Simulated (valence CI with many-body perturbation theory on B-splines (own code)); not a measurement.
# E1 line list for Cd XVIII

Method: relativistic CI+MBPT: three valence electrons over a frozen Dirac-Fock core [Ar] 3d10, radial functions for each j: 11 s, 11 p, 9 d, 7 f, 5 g, 2 h, 1 i, with the one-electron correlation potential Σ1, the two-electron term Σ2, the three-electron term Σ3, Breit, model QED; selected CI, second order for the rest (own B-spline code, finite nucleus).

No measured levels were compared; by estimate levels hold to about 250 cm⁻¹ or 0.2 % of their energy and the worst to 1 %, as in measured heavy ions of charge 2 to 7; those with d or f electrons hold less well.

Lines 151 to 200 of 271 in falling wavelength, among levels below 1443400 cm⁻¹, chosen from the strongest by gf and those to the six lowest levels. Wavelengths and rates use the calculated energies, so an error of 1000 cm⁻¹ moves a line at 17.54 nm by 0.18 % and its rate by three times that or more. Electric multipoles are in the length gauge, E1 and E2 with the static RPA response of the core. Weak lines are less certain than strong ones. Lines between different terms over intervals too small for the method are left out, as are lines whose strength nearly cancels. Where a level lies close to another of its J and parity, the split of strength between their lines is uncertain. The highest levels of a list are the least certain.

Names give the largest LS component (configuration and term), which can be under half, so a name can repeat, a term be missing and a line seem to break the LS rules; names also repeat where a configuration has a term twice. Letters in brackets count levels of one name in rising energy.

| λ vac (nm) | Upper | Lower | A (s⁻¹) | log gf | Branch % |
| --- | --- | --- | --- | --- | --- |
| 17.54 | 4s 4p 4d 4D°_5/2 | 4s 4p2 2D_3/2 | 5.04e+09 | -0.86 | 3.8 |
| 17.54 | 4p2 4d 4P_5/2 | 4p3 2D°_5/2 | 3.52e+10 | -0.01 | 19.2 |
| 17.54 | 4s 4p 4d 4P°_3/2 | 4s 4p2 2D_3/2 | 9.60e+09 | -0.75 | 8.2 |
| 17.53 | 4s 4p 4d 2P°_1/2 [b] | 4s 4p2 2S_1/2 | 2.74e+10 | -0.60 | 15.7 |
| 17.51 | 4p2 4d 2P_1/2 [c] | 4p3 2P°_1/2 | 7.55e+10 | -0.16 | 62.9 |
| 17.45 | 4s 4p 4d 4F°_3/2 | 4s 4p2 4P_1/2 | 1.19e+08 | -2.66 | 1.0 |
| 17.41 | 4p2 4d 4P_3/2 | 4p3 2D°_5/2 | 1.28e+10 | -0.63 | 7.0 |
| 17.40 | 4s 4p 4d 2D°_3/2 [b] | 4s 4p2 2P_3/2 | 2.51e+10 | -0.34 | 12.3 |
| 17.40 | 4p2 4d 4P_5/2 | 4p3 4S°_3/2 [b] | 4.04e+10 | 0.04 | 22.0 |
| 17.39 | 4s 4p 4d 2P°_3/2 [b] | 4s 4p2 2P_3/2 | 8.12e+10 | 0.17 | 48.1 |
| 17.24 | 4p3 2P°_3/2 | 4s 4p2 4P_1/2 | 2.04e+09 | -1.44 | 5.0 |
| 17.23 | 4s 4p 4d 2D°_5/2 [b] | 4s 4p2 2P_3/2 | 1.80e+11 | 0.68 | 80.5 |
| 17.23 | 4s2 4d 2D_5/2 | 4s2 4p 2P°_3/2 | 1.18e+11 | 0.50 | 100.0 |
| 17.16 | 4s 4p 4d 2D°_3/2 [b] | 4s 4p2 2S_1/2 | 1.21e+11 | 0.33 | 59.3 |
| 17.16 | 4s2 4f 2F°_7/2 | 4s2 4d 2D_5/2 | 1.68e+11 | 0.77 | 98.7 |
| 17.16 | 4s2 4f 2F°_5/2 | 4s2 4d 2D_5/2 | 1.29e+10 | -0.47 | 7.0 |
| 17.07 | 4s 4p 4d 4P°_5/2 | 4s 4p2 4P_3/2 | 7.16e+10 | 0.27 | 76.1 |
| 16.98 | 4s 4p 4d 2D°_5/2 [a] | 4s 4p2 2D_3/2 | 2.30e+09 | -1.22 | 3.0 |
| 16.95 | 4p2 4d 4D_5/2 | 4p3 4S°_3/2 [a] | 8.13e+09 | -0.68 | 14.5 |
| 16.89 | 4s 4p 4d 2P°_3/2 [a] | 4s 4p2 2P_1/2 | 1.24e+11 | 0.33 | 76.5 |
| 16.88 | 4s 4p 4d 4D°_3/2 | 4s 4p2 4P_3/2 | 1.77e+10 | -0.52 | 13.3 |
| 16.82 | 4s2 4f 2F°_5/2 | 4s2 4d 2D_3/2 | 1.68e+11 | 0.63 | 91.4 |
| 16.81 | 4p2 4d 2D_5/2 | 4p3 2D°_5/2 | 2.16e+10 | -0.26 | 13.0 |
| 16.79 | 4s 4p 4d 4D°_1/2 | 4s 4p2 4P_3/2 | 2.91e+09 | -1.61 | 1.8 |
| 16.72 | 4s 4p 4d 2F°_7/2 [a] | 4s 4p2 2D_5/2 | 3.08e+10 | 0.01 | 59.3 |
| 16.68 | 4p2 4d 2D_5/2 | 4p3 4S°_3/2 [b] | 2.34e+10 | -0.23 | 14.1 |
| 16.62 | 4p2 4d 2P_1/2 [b] | 4p3 4S°_3/2 [b] | 6.24e+10 | -0.29 | 38.4 |
| 16.56 | 4s 4p 4d 2F°_5/2 [a] | 4s 4p2 4P_5/2 | 7.81e+09 | -0.72 | 10.1 |
| 16.44 | 4s 4p 4d 2D°_3/2 [a] | 4s 4p2 4P_5/2 | 5.86e+09 | -1.02 | 5.1 |
| 16.21 | 4p2 4d 2D_3/2 [b] | 4p3 2D°_5/2 | 1.80e+10 | -0.55 | 10.2 |
| 16.20 | 4s 4p 4d 4D°_7/2 | 4s 4p2 4P_5/2 | 1.31e+11 | 0.61 | 92.8 |
| 16.18 | 4s 4p 4d 4D°_5/2 | 4s 4p2 4P_5/2 | 7.87e+10 | 0.27 | 60.0 |
| 16.18 | 4s 4p 4d 4P°_3/2 | 4s 4p2 4P_5/2 | 2.94e+10 | -0.34 | 25.3 |
| 16.13 | 4p2 4d 4P_5/2 | 4p3 4S°_3/2 [a] | 7.29e+10 | 0.23 | 39.7 |
| 16.11 | 4s 4p 4d 2F°_7/2 [b] | 4s 4p2 2D_5/2 | 1.27e+11 | 0.60 | 80.2 |
| 16.09 | 4p2 4d 2D_3/2 [b] | 4p3 4S°_3/2 [b] | 1.17e+11 | 0.26 | 66.0 |
| 16.05 | 4p2 4d 2P_1/2 [c] | 4p3 4S°_3/2 [b] | 2.51e+10 | -0.71 | 20.9 |
| 16.05 | 4p2 4d 2F_5/2 [b] | 4p3 2D°_5/2 | 5.93e+10 | 0.14 | 30.1 |
| 16.03 | 4p2 4d 2P_1/2 [a] | 4p3 4S°_3/2 [a] | 9.80e+10 | -0.12 | 73.1 |
| 16.02 | 4p2 4d 4P_3/2 | 4p3 4S°_3/2 [a] | 1.30e+11 | 0.30 | 70.8 |
| 15.96 | 4s 4p 4d 2P°_3/2 [a] | 4s 4p2 2D_3/2 | 3.86e+09 | -1.23 | 2.4 |
| 15.94 | 4s 4p 4d 2F°_5/2 [a] | 4s 4p2 4P_3/2 | 1.59e+10 | -0.44 | 20.5 |
| 15.93 | 4p2 4d 2F_5/2 [b] | 4p3 4S°_3/2 [b] | 9.74e+10 | 0.35 | 49.4 |
| 15.90 | 4s 4p 4d 2P°_1/2 [a] | 4s 4p2 2P_1/2 | 3.27e+10 | -0.61 | 24.4 |
| 15.83 | 4s 4p 4d 2D°_3/2 [a] | 4s 4p2 4P_3/2 | 2.19e+10 | -0.48 | 19.1 |
| 15.82 | 4s 4p 4d 4D°_3/2 | 4s 4p2 4P_1/2 | 1.03e+11 | 0.19 | 77.6 |
| 15.74 | 4s 4p 4d 4D°_1/2 | 4s 4p2 4P_1/2 | 1.59e+11 | 0.07 | 97.1 |
| 15.71 | 4s 4p 4d 2D°_5/2 [a] | 4s 4p2 4P_5/2 | 3.61e+07 | -3.10 | 0.0 |
| 15.68 | 4s2 4d 2D_3/2 | 4s2 4p 2P°_1/2 | 1.22e+11 | 0.26 | 83.1 |
| 15.66 | 4s 4p 4d 4P°_1/2 | 4s 4p2 4P_3/2 | 1.07e+11 | -0.10 | 98.6 |
